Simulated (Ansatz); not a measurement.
System: Si₅H₁₂ (charge 0, singlet). 
Geometry from a B3LYP-D3(BJ)/def2-TZVP (Ansatz, a program for electronic structure) optimisation:
```xyz
17

Si     2.9919     0.4445     0.5559
Si     1.3323    -0.3931    -0.8709
Si    -0.7641     0.4615    -0.2633
Si    -2.4582    -0.5449    -1.5302
Si    -1.1133     0.0681     2.0204
H      4.3427    -0.0267     0.1636
H      2.7156    -0.0014     1.9430
H      2.9762     1.9273     0.5265
H      1.2892    -1.8746    -0.7619
H      1.6404    -0.0454    -2.2822
H     -0.7690     1.9302    -0.5038
H     -2.4665    -2.0024    -1.2549
H     -2.2226    -0.3382    -2.9800
H     -3.7880     0.0109    -1.1786
H     -2.4703     0.5016     2.4340
H     -0.1107     0.7977     2.8339
H     -0.9764    -1.3835     2.2934
```
Charge 0, spin multiplicity 1.

Property: atomisation energy (electronic, to ground-state atoms), in kJ/mol. Cores are frozen in the correlated levels unless marked. UHF or UKS for open shells. Spin-orbit coupling is left out. No relativistic terms. The coupled-cluster limit lacks core correlation, which all-electron functionals hold. Basis-set limits of correlation are two-point, X^-3; Hartree-Fock from the larger set.

| level | program | atomisation energy (kJ/mol) |
|---|---|---|
| PBE0/def2-TZVPD | Ansatz | (withheld) |
| PBE-QIDH/def2-TZVPD | Ansatz | (withheld) |
| SCS-MP2/6-31G | Ansatz | 3784.6 |
| CCSD(T)/CBS(cc-pV(T+d)Z,cc-pV(Q+d)Z) | Ansatz | 4930.8 |

Question: Fill in the missing entries.

Answer: 
- PBE0/def2-TZVPD, atomisation energy (kJ/mol): 4811.2
- PBE-QIDH/def2-TZVPD, atomisation energy (kJ/mol): 4815.3
